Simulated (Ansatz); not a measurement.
CH3F2NSi, SMILES `F/C=N/[SiH2]F`, relaxed with RKS PBE0-D4/def2-TZVP in Ansatz from a PBE-D4/def2-SVP geometry. The force threshold is 0.005 eV/Å; the program also tests the step.

Total charge 0; spin multiplicity 1.

Start:

```xyz
8

F     2.689    0.573    0.305
C     1.472    0.234   -0.154
N     0.466    0.234    0.592
Si   -1.188   -0.160    0.239
F    -1.382   -0.590   -1.335
H     1.542   -0.024   -1.235
H    -2.019    1.056    0.496
H    -1.579   -1.323    1.092
```

Problem. By how much does the energy fall, and how many steps does the optimiser take? (An estimate is asked.)

Solution. Computed: 0.07 eV, in 6 steps.

Problem. Which bonds change most? (Estimate.)

Solution. The calculation gave: Si4–F5 from 1.644 to 1.602 Å; N3–Si4 from 1.736 to 1.711 Å; C2–H6 from 1.113 to 1.093 Å; C2–N3 from 1.253 to 1.234 Å.

Problem. Give the relaxed structure. (Estimate.)

Solution. Ansatz gave: 
```xyz
8

F     2.656    0.569    0.309
C     1.454    0.229   -0.157
N     0.460    0.229    0.575
Si   -1.171   -0.158    0.233
F    -1.380   -0.580   -1.298
H     1.533   -0.022   -1.218
H    -1.993    1.042    0.484
H    -1.558   -1.309    1.073
```
